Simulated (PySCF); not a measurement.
C4H7FOSi (charge +1 and doublet state).
Atom-mapped SMILES: `[O+:1]=[C:2]1[CH2:3][CH:4]([SiH2:5][F:6])[CH2:7]1` (hydrogens: H8, H9 on C3; H10 on C4; H11, H12 on Si5; H13, H14 on C7)

Cartesian coordinates in Å at the GFN2-xTB level; atoms count from 1:
```xyz
14
C4H7FOSi angstrom
O     -2.5766   -1.4448    0.3182
C     -1.6123   -0.7786    0.3035
C     -0.1447   -1.1609    0.7438
C      0.2181    0.2928    0.6764
Si     1.7641    0.7493   -0.4935
F      1.2944   -0.0088   -1.8187
C     -1.1537    0.6116    0.0369
H     -0.0302   -1.7118    1.6765
H      0.2030   -1.7696   -0.0949
H      0.3807    0.7583    1.6449
H      1.6486    2.1758   -0.7232
H      2.9119    0.0557    0.0531
H     -1.7522    1.3349    0.5966
H     -1.1518    0.8956   -1.0164
```

The hyperfine couplings belong to this conformer and change with its torsions.

Theory: UKS B3LYP, pcH-1 on C F H O Si, non-relativistic, mean-field spin-orbit, GIAO (PySCF). One conformer (not necessarily the lowest) at the GFN2-xTB geometry, without solvent, vibrations or thermal averaging. Couplings are sensitive to structure, and on GFN2-xTB geometries they can be far from those on DFT ones, by a factor of two or more for some ions and for spin on atoms past the first row. No stability test was run, so a lower SCF solution isn't excluded.

Problem. Break the g tensor into its mass correction, gauge correction and orbital-Zeeman/spin–orbit terms.

Solution. 
| Δg (ppm) | 1 | 2 | 3 |
| --- | --- | --- | --- |
| relativistic mass correction | -253 | -253 | -253 |
| gauge correction | 49 | -6 | 20 |
| orbital Zeeman/spin–orbit | -1419 | 924 | 3866 |
| total | -1622 | 666 | 3633 |

So g = 2.00070, 2.00299, 2.00595 and g_iso = 2.00321; the tensor is rhombic: the two nearest values differ by 44 % of g3 − g1. 

Problem. What are the electron Larmor frequencies g μB B/h along the three axes at 3350 mT?

Solution. 93.8075, 93.9148, 94.0539 GHz for g1, g2 and g3, a range of 246.4 MHz.

Problem. At 9.308 GHz, how far is the centre of the isotropic spectrum from where a free electron (g = 2.002319) resonates?

Solution. B = hν/(g μB) with μB/h = 13.99624 MHz/mT gives 332.13 mT for the free electron and 331.98 mT at g_iso, 0.15 mT lower.

Problem. In a frozen sample, at which fields do the three g values resonate at 9.5, 34, 94 and 263 GHz (hyperfine left aside), and which band first spreads them over more than twice a line width of 0.5 mT?

Solution. 
```csv
band,GHz,B(g3) mT,B(g2) mT,B(g1) mT,spread mT
X,9.5,338.37,338.87,339.26,0.89
Q,34.0,1211.01,1212.80,1214.19,3.18
W,94.0,3348.08,3353.04,3356.87,8.79
J,263.0,9367.50,9381.37,9392.10,24.61
```

The spread grows in proportion to the frequency. Q band is the first where it exceeds 1.0 mT.

Largest spin populations (Mulliken): O1 (+0.47), C3 (+0.25), C7 (+0.13) and C4 (+0.07).

The HOMO–LUMO gaps are 5.98 eV among the α and 1.93 eV among the β orbitals.
